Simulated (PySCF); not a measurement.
A calculated (r2SCAN, PySCF 2.14, aug-cc-pwCVTZ-DK with one added diffuse shell each of s, p, d, f, g type, the spin-free X2C one-electron Hamiltonian (Gaussian nucleus)) atom or ion has these occupied shells.

```tsv
shell	electrons	orbital energy (eV)	rms radius, mean of both spins (bohr)
1s	2	-24171.6	0.0366
2s	2	-3543.2	0.150
2p	6	-3175.5	0.133
3s	2	-644.41	0.405
3p	6	-522.27	0.407
3d	10	-328.08	0.391
4s	2	-87.403	1.01
4p	6	-52.568	1.12
4d	10	-4.024	1.78
```

Name the element and its charge.

Pd (palladium, neutral), in [Kr] 4d10, closed-shell 1S.
